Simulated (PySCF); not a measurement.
C₂H₇GaO, SMILES C([O][GaH2])C.

The structure is a stationary point at TPSSh-D3(BJ)/def2-SVP. Other conformers were not sampled.

Computed with PBE/def2-TZVP run with PySCF.

Symmetry labels are those of the subgroup Cs that the program uses (full group Cs).

### Question
List the valence orbital energies around the gap with their symmetry. (Estimate from the structure and the level; the computed values follow.)

### Answer

```
orbital  symmetry  energy (eV)
-------  --------  -----------
HOMO−7         A"       -11.26
HOMO−6         A'       -10.66
HOMO−5         A'        -9.62
HOMO−4         A"        -8.84
HOMO−3         A'        -8.83
HOMO−2         A'        -7.57
HOMO−1         A'        -6.37
HOMO           A"        -6.33
LUMO           A"        -1.91
LUMO+1         A'        -0.28
LUMO+2         A'         0.47
LUMO+3         A'         1.06
```
